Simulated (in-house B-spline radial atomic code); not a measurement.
PBE hybrid excitations of Sb VI (Sb5+)

Method: PBE hybrid with 0.5 exact exchange. Computed with a B-spline radial code for spherical atoms: linear response of the closed shell [Kr] 4d10 with the functional's adiabatic kernel; scalar-relativistic (spin-free one-electron X2C), finite nucleus, no spin-orbit coupling, no double excitations, S, P, D and F terms only; shells from n = 2 respond. Only terms of natural parity with L up to 3 were computed.

Command:
```bash
python run_td.py task.json out
```
Settings (radii: box in bohr, nucleus in fm):
```
Z                        51
electrons                46
configuration            [Kr] 4d10
hamiltonian              x2c
method                   pbeh
box_radius               16.35
exact_exchange_fraction  0.5
rms_radius               4.6802
intervals                70
```

Cost of the run: 3.5 s on 1 thread of Intel(R) Xeon(R) Platinum 8488C (Sapphire Rapids), on a shared host.

The lowest states, in the order of their Tamm-Dancoff energies; the method's threshold (minus the highest occupied level) is 95.64 eV. Labels give the largest channel, * marks a mixed state, and oscillator strengths are full-response dipole values. Semilocal kernels can invert the small singlet-triplet splittings of Rydberg terms. Energies in eV:

```tsv
state	full response	Tamm-Dancoff	oscillator strength
4d → 5s 3D	30.21	30.23	-
4d → 5s 1D	31.06	31.07	-
4d → 5p 3P	41.59	41.62	-
4d → 5p 3F	42.04	42.07	-
4d → 5p 1F	42.53	42.54	-
4d → 5p 1P	43.36	43.44	0.954
4d → 5d 3S	?	?	-
4d → 5d 3D	58.69	58.70	-
4d → 5d 1D	59.16	59.17	-
4d → 4f 3P	60.15	60.19	-
4d → 4f 3F	61.59	61.62	-
4d → 5d 1S	62.30	62.71	-
4d → 4f 1F	?	?	-
4d → 6s 3D	63.32	63.32	-
4d → 6s 1D	63.52	63.52	-
4d → 4f 1P*	67.16	67.49	2.09
```

**Question.** Where does 4d → 5d 3S lie?

**Answer.** At 57.62 eV in full response, 57.66 eV in Tamm-Dancoff.

**Question.** Where does 4d → 4f 1F lie?

**Answer.** At 63.06 eV in full response, 63.09 eV in Tamm-Dancoff.

**Question.** How large is the singlet-triplet splitting of 4d → 5s (D terms) in Tamm-Dancoff?

**Answer.** 0.834 eV, from the unrounded values.

**Question.** What polarisabilities and dispersion coefficient does the method give?

**Answer.** Dipole 1.709 bohr³, quadrupole 2.85 bohr⁵, C6 5.859 hartree·bohr⁶ for two such species.
